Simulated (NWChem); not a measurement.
System: Si2H3, doublet; SMILES [Si][SiH3]

The following NWChem deck was run.

```
start job
memory heap 200 mb stack 900 mb global 1100 mb
geometry units angstroms
  Si     1.224103    -0.035854     0.083723
  Si    -1.044755     0.033876    -0.081129
  H     -1.738640     1.323991    -0.293579
  H     -1.506767    -0.416571     1.254005
  H     -1.751999    -0.852135    -1.032655
end
basis spherical
  * library def2-svp
end
dft
  odft
  mult 2
  xc pbe0
  iterations 150
end
driver
  maxiter 120
end
task dft optimize
task dft freq
```

In the optimisation the excess spin sits in a" (Cs, its own frame).

The level has its own optimisation; frequencies are unscaled.

### Question
Predict the main results of this run. (PBE0/def2-SVP, spin-unrestricted.) Quantities: r Si–Si (Å); highest harmonic frequency (cm⁻¹); lowest (cm⁻¹); zero-point energy (kcal/mol); dipole (D).

### Answer
```yaml
r Si–Si (Å): 2.382
highest harmonic frequency (cm⁻¹): 2201
lowest (cm⁻¹): 274
zero-point energy (kcal/mol): 14.8
dipole (D): 0.22
```
